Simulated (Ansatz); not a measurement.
Total energies of `C=CC[SiH](F)F`.

Z-matrix (Å, degrees):
```
C
C 1 1.493
Si 1 1.856 2 110.7
H 1 1.095 2 111.1 3 -119.8
H 1 1.096 2 111.5 3 120.3
C 2 1.327 1 125.1 3 103.3
H 2 1.088 1 115.9 3 -74.3
F 3 1.590 1 109.4 2 58.6
F 3 1.590 1 109.9 2 175.6
H 3 1.476 1 114.0 2 -62.7
H 6 1.083 2 121.3 1 -178.0
H 6 1.086 2 121.7 1 2.4
```

Charge 0, multiplicity 1. Geometry: relaxed with PBE0-D4/def2-TZVP. It is one conformer, not always the lowest. Basis def2-TZVPP, Ansatz.

RPA on PBE orbitals: Hartree–Fock energy of these orbitals -605.11733 Eh, correlation -1.77014 Eh (frozen core).

```
functional  energy without D4 (Eh)  D4 term (kJ/mol)
    revPBE              -607.20160             -76.7
      BLYP              -607.29654             -53.8
    r2SCAN              -607.19646              -6.2
    B97M-V              -607.23561                 –
      PBE0              -606.91545             -20.6
   r2SCANh              -607.17975              -6.5
   r2SCAN0              -607.15603              -7.2
   ωB97M-V              -607.25018                 –
    B2PLYP              -607.04586                 –
  PBE-QIDH              -606.79513                 –
```

(1) Give the same for LDA (SPW92), PBE, B3LYP, HSE06 (plane-wave form), BHLYP, CAM-B3LYP, LC-ωPBE, ωB97X-V. (An estimate is asked.)

B3LYP takes the VWN-RPA correlation (the form of Gaussian; ORCA's B3LYP/G). HSE06 is the plane-wave form, built on full-range PBE exchange. The double hybrids freeze the cores in their second-order part.

## Answers

(1) Ansatz gave: 
| functional | energy without D4 (Eh) | D4 term (kJ/mol) |
| --- | --- | --- |
| LDA (SPW92) | -603.83513 | – |
| PBE | -606.86819 | -24.4 |
| B3LYP | -607.40449 | -39.1 |
| HSE06 (plane-wave form) | -606.89370 | -19.1 |
| BHLYP | -607.23571 | -28.8 |
| CAM-B3LYP | -607.27459 | -20.8 |
| LC-ωPBE | -607.09716 | – |
| ωB97X-V | -607.22926 | – |

LC-ωPBE has ω = 0.4 bohr⁻¹.
